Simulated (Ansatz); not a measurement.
```yaml
crystal:
  periodic: [false, false, false]
  atoms:
    - {symbol: C, position_ang: [-2.587587, -0.784570, 0.155528]}
    - {symbol: Al, position_ang: [-0.760037, -0.258511, 0.489196]}
    - {symbol: O, position_ang: [0.695583, -0.864108, 1.142338]}
    - {symbol: C, position_ang: [0.934906, 0.550386, 0.672479]}
    - {symbol: Si, position_ang: [2.137412, 0.668100, -0.736377]}
    - {symbol: H, position_ang: [-2.613569, -1.626079, -0.541878]}
    - {symbol: H, position_ang: [-3.176528, 0.030484, -0.268255]}
    - {symbol: H, position_ang: [-3.063951, -1.108874, 1.084317]}
    - {symbol: H, position_ang: [1.132643, 1.226247, 1.508257]}
    - {symbol: H, position_ang: [1.654511, -0.181572, -1.865103]}
    - {symbol: H, position_ang: [2.208095, 2.078273, -1.214408]}
    - {symbol: H, position_ang: [3.515422, 0.215024, -0.392193]}
basis:
  gaussian: {orbitals: def2-mTZVPP}
total_charge: -1
magnetization: {spin_polarized: true, initial_magnetization: 2}
hamiltonian: {xc: {name: r2SCAN0}}
accuracy: high
```

```sh
$ ansatz run in.yaml --threads 4 --pin off --events-out ev --progress --plain --max-ram 10444MiB
```

Question: How does Ansatz answer? (An estimate is asked.)

Answer: The calculation gave: The program refused the input.
```
Error: a molecule whose nuclei and cores have a total charge of 54 cannot have a net charge of -1 together with 2 unpaired electrons
```
